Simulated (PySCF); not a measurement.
Species: C₅H₆O₃S (charge -1 and doublet state).
SMILES with atom numbers: `[CH2:1]=[C:2]([SH:3]=[O:4])[C:5]([O-:6])[CH2:7][CH:8]=[O:9]` (hydrogens: H10, H11 on C1; H12 on S3; H13, H14 on C7; H15 on C8)

Cartesian coordinates in Å at the GFN2-xTB level; atoms count from 1:
```
atom  x, y, z in Å
C1     1.6471    0.0613    0.6091
C2     0.7561   -0.0956   -0.3935
S3     1.2958   -0.0253   -2.1297
O4     2.7789    0.0278   -2.1427
C5    -0.6430   -0.3125   -0.4525
O6    -1.2022   -0.3598   -1.5849
C7    -1.4413   -0.4567    0.8361
C8    -1.6367    1.0033    1.0608
O9    -1.0123    1.6985    1.8567
H10    1.3529    0.1127    1.6411
H11    2.6865    0.2005    0.3640
H12    1.0130   -1.3983   -2.3252
H13   -2.3760   -0.9845    0.6471
H14   -0.8615   -0.9242    1.6299
H15   -2.3618    1.4608    0.3618
```

The hyperfine couplings belong to this conformer and change with its torsions.

Theory: UKS B3LYP, pcH-1 on C H O S, non-relativistic, mean-field spin-orbit, GIAO in PySCF. Whether the extra electron is bound in the gas phase wasn't checked; a finite basis holds it in any case. A GFN2-xTB geometry isn't a minimum of the functional, and hyperfine couplings can be far from their values at a DFT geometry, by a factor of two or more for some ions and for spin on atoms past the first row. No stability test was run, so a lower SCF solution isn't excluded.

Problem. Match the computed a_iso(17O) values -22.6, -7.2 MHz with the sites O6; O9.

Solution. 
| site | a_iso (MHz) | ρ(0) (bohr⁻³) | position | distance from C1 (Å) | spin population | largest \|T\| (MHz) |
| --- | --- | --- | --- | --- | --- | --- |
| O6 | -22.6 | +0.0370 | 3 bonds from C1 | 3.62 | +0.25 | 86.0 |
| O9 | -7.2 | +0.0118 | 5 bonds from C1 | 3.36 | +0.09 | 32.0 |

ρ(0) is the spin density at the nucleus and T the dipolar tensor; a_iso includes a spin–orbit part; entries for several nuclei are means. Largest spin populations (Mulliken): C1 (+0.47), O6 (+0.25), C5 (+0.24) and C8 (+0.10). Three atoms exceed +0.15. The positive populations add up to 1.18 and the negative ones to -0.18, together 2S = 1.

β density exceeds α density at some nuclei, such as C2 (-0.0231), C7 (-0.0096) and H11 (-0.0062), spin density in bohr⁻³. In a single determinant that takes different orbitals for the two spins, that is spin polarisation.

Nuclei that the bonding pattern makes equivalent are averaged, as if the motion that swaps them (rotation, inversion, ring flip) were fast. The 1H value of +19.9 MHz is a mean of couplings from 15.7 to 24.0 MHz in this one geometry, not an average over conformers.

C5, the radical centre as drawn in `C=C([SH]=O)[C]([O-])CC=O`, holds a spin population of +0.24 out of 1.
